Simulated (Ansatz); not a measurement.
Frontier orbitals of CH12GaGe2NOSn (`C[N]([GeH2][GaH2])[GeH]([OH])[SnH3]`).

Charge 0, multiplicity 1. Correlated methods include outer-core shells of Ga, Ge, Sn, which these sets cover unevenly. Scalar relativity is left out up to krypton. Sn takes the def2 core potential. All single points use the PBE0-D4/def2-TZVP geometry. It is one conformer, not always the lowest. Basis def2-TZVPP, Ansatz.

| functional | HOMO (eV) | LUMO (eV) | gap (eV) |
| --- | --- | --- | --- |
| PBE | -5.38 | -1.86 | 3.52 |
| B97M-V | -5.78 | -1.78 | 4.00 |
| PBE0 | -6.57 | -1.06 | 5.51 |
| B3LYP | -6.37 | -1.26 | 5.11 |
| HSE06 (plane-wave form) | -6.18 | -1.42 | 4.76 |
| BHLYP | -7.66 | -0.23 | 7.43 |
| ωB97M-V | -8.72 | 0.60 | 9.32 |

Against PBE, PBE0 changes HOMO and LUMO by −1.20 and +0.80 eV, ωB97M-V by −3.34 and +2.46 eV. A gap of 3.52 eV thus becomes 9.32 eV for the same molecule, so an orbital gap means little without its functional. A positive LUMO is unbound and depends on the basis.

B3LYP here is the variant with VWN-RPA as its local correlation; programs differ in this.
